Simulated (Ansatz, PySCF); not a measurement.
Molecule: MgI2, charge -1, multiplicity 2. 
Structure (B3LYP-D3(BJ)/def2-TZVP (Ansatz, a program for electronic structure) minimum search):
```
Mg
I 1 2.7522
I 1 2.7522 2 117.60
```
Charge -1, spin multiplicity 2.

Total electronic energies in hartree. Correlated levels leave the core frozen unless marked. UHF or UKS for open shells. No spin-orbit coupling. The frozen core is the preceding noble-gas configuration, with the filled d and f shells of earlier blocks. Past Kr the def2 sets carry scalar-relativistic core potentials. STO-3G rows are all-electron and non-relativistic. Basis-set limits of correlation are two-point, X^-3; Hartree-Fock from the larger set. [CCSD(T)-MP2]/basis is that difference in the basis named.

```csv
level,program,energy (Eh)
HF/def2-QZVPP,Ansatz,-793.14551
HF/def2-QZVPPD,Ansatz,-793.14577
RI-HF/def2-TZVPP,Ansatz,-793.13435
RI-HF/def2-QZVPPD,Ansatz,-793.14576
revPBE-D3(BJ)/def2-TZVPD,Ansatz + dftd3,-795.73117
BP86-D4/def2-TZVPD,PySCF + dftd4,-795.98078
M06-L-D4/def2-TZVPD,PySCF + dftd4,-796.00553
M06-L/def2-TZVPD,PySCF,-796.00534
r2SCAN-D3(BJ)/def2-TZVPD,Ansatz + dftd3,-795.90120
r2SCAN-D4/def2-TZVPD,Ansatz + dftd4,-795.90093
PBE0/def2-SVP,Ansatz,-795.52118
PBE0-D3(BJ)/def2-TZVP,Ansatz + dftd3,-795.61607
PBE0-D3(BJ)/def2-TZVPD,Ansatz + dftd3,-795.61742
BHLYP-D4/def2-TZVPD,Ansatz + dftd4,-795.60357
TPSSh-D4/def2-TZVPD,PySCF + dftd4,-795.52565
r2SCANh-D4/def2-TZVPD,Ansatz + dftd4,-795.87999
CAM-B3LYP-D4/def2-TZVPD,Ansatz + dftd4,-795.70192
LC-wPBE/def2-TZVPD,Ansatz,-795.68828
B2GP-PLYP-D3(BJ)/def2-TZVPD,Ansatz + dftd3,-794.84154
MP2/STO-3G,Ansatz,-13898.52281
SCS-MP2/def2-TZVPPD,Ansatz,-793.43212
"RI-MP2/CBS(def2-TZVPPD,def2-QZVPPD)+[CCSD(T)-MP2]/def2-SVPD",Ansatz,-793.5521
"RI-MP2/CBS(def2-TZVPPD,def2-QZVPPD)+[CCSD(T)-MP2]/def2-TZVPPD",Ansatz,-793.5678
```

Totals of different functionals don't rank their quality; only differences between species are comparable.
